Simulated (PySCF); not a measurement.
Compound: C₇H₉NS.
Numbering: `[CH:1]#[C:2][C@H:3]([CH2:4][CH:5]=[CH2:6])[C:7]([NH2:8])=[S:9]` (hydrogens: H10 on C1; H11 on C3; H12, H13 on C4; H14 on C5; H15, H16 on C6; H17, H18 on N8)

All values: CAM-B3LYP/def2-SVPD (PySCF, non-relativistic), on one gas-phase PBE0-D3(BJ)/def2-SVP geometry that isn't relaxed in the solvent. The solvent is an IEF-PCM continuum (Bondi radii, 1.10 Å for H, scaled by 1.2), and excitations are vertical TDDFT with non-equilibrium linear response and a frozen core. Only the electrostatic response of the medium enters.

Gas-phase singlets (H = HOMO, L = LUMO):

```csv
state,E (eV),λ (nm),f,leading configurations
S1,3.490,355,0.000,H→L 97%
S2,5.070,245,0.182,H-1→L 93%
S3,6.007,206,0.071,"H→L+1 48%, H→L+2 23%, H→L+5 13%"
S4,6.207,200,0.018,"H→L+2 28%, H→L+1 21%, H→L+3 14%"
S5,6.299,197,0.009,"H-1→L+1 56%, H-1→L+5 20%, H-1→L+2 18%"
```

Task: What are the lowest 5 singlets in acetone (ε = 20.49)?

Result: 
| state | E (eV) | λ (nm) | f | leading configurations | change by rank (eV) |
| --- | --- | --- | --- | --- | --- |
| S1 | 3.752 | 330 | 0.000 | H→L 97% | +0.262 |
| S2 | 5.044 | 246 | 0.251 | H-1→L 96% | -0.026 |
| S3 | 6.220 | 199 | 0.111 | H→L+2 36%, H→L+1 27%, H→L+5 16% | +0.213 |
| S4 | 6.363 | 195 | 0.011 | H→L+3 25%, H→L+2 13% | +0.156 |
| S5 | 6.448 | 192 | 0.040 | H-2→L 26%, H→L+3 22%, H→L+6 8% | +0.149 |

Task: Give the list for methanol (ε = 32.61), n² = 1.77.

Result: 
| state | E (eV) | λ (nm) | f | leading configurations | change by rank (eV) |
| --- | --- | --- | --- | --- | --- |
| S1 | 3.763 | 330 | 0.000 | H→L 97% | +0.273 |
| S2 | 5.055 | 245 | 0.247 | H-1→L 96% | -0.015 |
| S3 | 6.225 | 199 | 0.108 | H→L+2 36%, H→L+1 27%, H→L+3 15% | +0.218 |
| S4 | 6.367 | 195 | 0.011 | H→L+3 25%, H→L+2 13% | +0.160 |
| S5 | 6.448 | 192 | 0.043 | H-2→L 29%, H→L+3 22% | +0.149 |

Task: The ground-state energy changes by -0.415 eV from gas to methanol. By how much does the total energy of gas-phase S1 change?

Result: E(S1) = E(S0) + excitation energy, so it changes by -0.415 + 0.273 = -0.142 eV: it is lowered less than the ground state, which is what a blue shift means. This is the vertical state, with the slow part of the continuum still set for S0.

Task: How do the frontier levels move from gas to methanol?

Result: 
```json
{"orbital": "LUMO+2", "gas (eV)": "1.19", "solvent (eV)": "1.34", "change (eV)": "+0.15", "Löwdin shares, gas": "C1 20 %, C2 12 %, C5 11 %, C6 10 %", "Löwdin shares, solvent": "S9 18 %, C1 15 %, C2 11 %, C6 9 %"}
{"orbital": "LUMO+1", "gas (eV)": "0.97", "solvent (eV)": "1.15", "change (eV)": "+0.18", "Löwdin shares, gas": "C1 14 %, C6 13 %, C5 11 %, S9 11 %", "Löwdin shares, solvent": "C6 22 %, C5 20 %, S9 10 %, C1 6 %"}
{"orbital": "LUMO", "gas (eV)": "-0.02", "solvent (eV)": "-0.09", "change (eV)": "-0.07", "Löwdin shares, gas": "C7 36 %, S9 30 %, N8 16 %, C3 5 %", "Löwdin shares, solvent": "C7 37 %, S9 29 %, N8 18 %, C3 4 %"}
{"orbital": "HOMO", "gas (eV)": "-7.57", "solvent (eV)": "-7.88", "change (eV)": "-0.31", "Löwdin shares, gas": "S9 75 %, C7 12 %", "Löwdin shares, solvent": "S9 74 %, C7 12 %"}
{"orbital": "HOMO-1", "gas (eV)": "-8.06", "solvent (eV)": "-8.26", "change (eV)": "-0.20", "Löwdin shares, gas": "S9 56 %, N8 18 %, C7 17 %", "Löwdin shares, solvent": "S9 57 %, N8 18 %, C7 16 %"}
{"orbital": "HOMO-2", "gas (eV)": "-9.00", "solvent (eV)": "-8.94", "change (eV)": "+0.06", "Löwdin shares, gas": "C6 37 %, C5 34 %, C4 7 %", "Löwdin shares, solvent": "C6 36 %, C5 33 %, C4 8 %"}
{"orbital": "HOMO-3", "gas (eV)": "-9.89", "solvent (eV)": "-9.69", "change (eV)": "+0.20", "Löwdin shares, gas": "C1 38 %, C2 36 %, C3 7 %", "Löwdin shares, solvent": "C1 38 %, C2 36 %, C3 7 %"}
```

The HOMO–LUMO gap goes from 7.55 to 7.78 eV. Rows go by rank; for LUMO+1 and LUMO+2 the atom shares or the degeneracy differ between the runs, so the row needn't follow one orbital.

Shape of the structure used: `[CH:1]#[C:2][C@H:3]([CH2:4][CH:5]=[CH2:6])[C:7]([NH2:8])=[S:9]`: C2–C3–C4–C5 59°, C3–C4–C5–C6 116°, C2–C3–C7–N8 10°, H–N8–C7–C3 180°, H–N8–C7–C3 -3°.
